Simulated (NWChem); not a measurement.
# Setting up doublet [BF3]+ in NWChem

The species is [BF3]+ (4 atoms), meant as a doublet with charge +1. As SMILES of the parent species, `FB(F)F`. Geometry: relaxed at PBE0-D4/def2-TZVP. That shape belongs to the parent species and isn't relaxed for this state.

```xyz
4

F     0.5439    0.2107    1.1743
B     0.0000    0.0000    0.0000
F    -0.2652   -1.2235   -0.3896
F    -0.2787    1.0128   -0.7847
```

Settings wanted:

| Setting | Value |
| --- | --- |
| task | energy |
| method | DFT |
| functional | PBE |
| dispersion | none |
| basis set | aug-cc-pVDZ |
| integral approximation | none |
| reference | UKS |
| relativity | none |
| integration grid | fine |
| SCF convergence threshold | 1e-08 |
| iteration cap | 100 |
| symmetry | none |
| module | dft |

Task: Write the NWChem 7.3.0 input and the command.

Result: One that was run (others would do as well):

bf3.xyz:
```
4
BF3 energy
F      0.543870     0.210740     1.174280
B      0.000020     0.000000     0.000010
F     -0.265170    -1.223510    -0.389620
F     -0.278730     1.012770    -0.784660
```

bf3.nw:
```
start bf3
title "BF3 energy"
memory 2200 mb
charge 1
geometry units angstroms noautosym nocenter noautoz
load format xyz bf3.xyz
end
basis "ao basis" spherical bse
* library aug-cc-pVDZ
end
dft
xc xpbe96 cpbe96
mult 2
grid fine
convergence energy 1e-08
maxiter 100
mulliken
end
task dft energy
```

```bash
$ nwchem bf3.nw > bf3.out
```

Calculated total energy: -323.73686 Eh. A lower SCF solution exists.
